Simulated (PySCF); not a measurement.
Electron affinity of Ir by level of theory

Ir- [Xe] 4f14 5d8 6s2 (3F) → Ir [Xe] 4f14 5d7 6s2 (4F), as a difference of total energies. Computed with PySCF 2.14 in aug-cc-pwCVDZ-PP with ECP60MDF, with a scalar-relativistic core potential. Correlated levels: valence and next inner shell: nothing frozen outside the core potential. The calculations carry no spin-orbit coupling.

| method | electron affinity (eV) | difference from reference (eV) |
| --- | --- | --- |
| UHF | 0.012 | -1.552 |
| MP2 (valence and next inner shell) | 1.353 | -0.211 |
| SCS-MP2 (valence and next inner shell) | 1.262 | -0.302 |
| CCSD (valence and next inner shell) | 1.233 | -0.331 |
| CCSD(T) (valence and next inner shell) | 1.409 | -0.155 |

Reference: 1.564 eV (measured; photodetachment measurements, as compiled on the Wikipedia data page of electron affinities).

The reference lies between the lowest fine-structure levels, while these numbers refer to the centres of the terms.

Errors of the correlated levels include the incompleteness of this basis.

The coupled-cluster amplitudes are large for Ir- (T1 above 0.03 or a double amplitude above 0.15), so a single reference is strained.
